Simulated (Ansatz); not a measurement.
The inner images of a band of Cl3FH4NOTa (11 atoms, charge 0, multiplicity 1) are given out of order.

Theory: Ansatz 0.2.0, RHF/def2-SVP.

Image 0:

```xyz
11
Properties=species:S:1:pos:R:3
Ta -0.010 0.093 -0.042
Cl 2.176 1.001 0.155
N 0.213 -0.474 1.839
H -0.471 -0.997 2.355
H 1.000 -0.232 2.413
Cl 0.111 0.039 -2.449
F -0.841 1.741 0.100
Cl -2.042 -1.125 0.001
O 1.020 -1.892 -0.482
H 1.411 -2.457 0.172
H 1.262 -2.154 -1.362
```

Image 6:

```xyz
11
Properties=species:S:1:pos:R:3
Ta -0.843 -0.309 -0.085
Cl 3.568 -1.786 0.473
N 0.294 0.078 1.442
H 1.078 -0.480 1.727
H 0.150 0.882 2.028
Cl -0.269 0.675 -2.143
F -1.742 1.290 0.400
Cl -2.834 -1.504 0.256
O 0.154 -1.844 -0.435
H 0.717 -2.588 -0.554
H 3.558 -0.869 -0.410
```

Question: Put them in order from the first end to the last, with their energies above the first end.
A.
```xyz
11
Properties=species:S:1:pos:R:3
Ta -0.005 0.046 0.009
Cl 2.231 0.832 0.037
N 0.210 -0.289 1.936
H -0.432 -0.818 2.500
H 0.999 0.011 2.481
Cl -0.052 0.042 -2.410
F -0.893 1.668 0.097
Cl -1.857 -1.431 0.109
O 1.095 -1.954 -0.410
H 0.591 -2.654 -0.811
H 1.942 -1.908 -0.838
```
B.
```xyz
11
Properties=species:S:1:pos:R:3
Ta -0.387 -0.174 -0.054
Cl 3.035 -0.640 0.180
N 0.391 0.069 1.671
H 1.376 -0.134 1.810
H -0.053 0.530 2.449
Cl 0.339 0.934 -1.944
F -1.676 1.107 0.325
Cl -2.143 -1.726 -0.137
O 0.728 -1.901 -0.545
H 0.480 -2.807 -0.679
H 1.738 -1.714 -0.376
```
C.
```xyz
11
Properties=species:S:1:pos:R:3
Ta -0.003 -0.057 -0.003
Cl 2.446 0.188 0.055
N 0.299 -0.117 1.929
H 1.195 -0.205 2.371
H -0.405 0.176 2.585
Cl 0.198 0.700 -2.257
F -1.150 1.375 0.303
Cl -1.865 -1.519 -0.174
O 0.885 -2.059 -0.548
H 0.410 -2.821 -0.854
H 1.821 -2.116 -0.706
```
D.
```xyz
11
Properties=species:S:1:pos:R:3
Ta -0.658 -0.280 -0.088
Cl 3.647 -1.072 0.283
N 0.343 0.075 1.531
H 1.173 -0.416 1.815
H 0.113 0.833 2.151
Cl 0.065 0.866 -1.991
F -1.780 1.156 0.415
Cl -2.569 -1.658 -0.014
O 0.399 -1.811 -0.455
H 0.485 -2.745 -0.562
H 2.613 -1.402 -0.386
```
E.
```xyz
11
Properties=species:S:1:pos:R:3
Ta 0.026 0.082 -0.022
Cl 2.318 0.743 -0.237
N 0.245 -0.332 1.877
H 0.621 -1.166 2.292
H -0.029 0.322 2.593
Cl -0.026 0.113 -2.439
F -0.741 1.718 0.337
Cl -1.935 -1.286 -0.178
O 1.003 -1.974 -0.257
H 0.472 -2.671 -0.629
H 1.876 -2.002 -0.635
```

Answer: A (+0.06 eV), E (+0.18 eV), C (+0.28 eV), B (+1.35 eV), D (+0.38 eV).

Run time: 6.8 min on 4 threads of Arm Neoverse V1, on a shared host, peak memory 0.49 GiB.
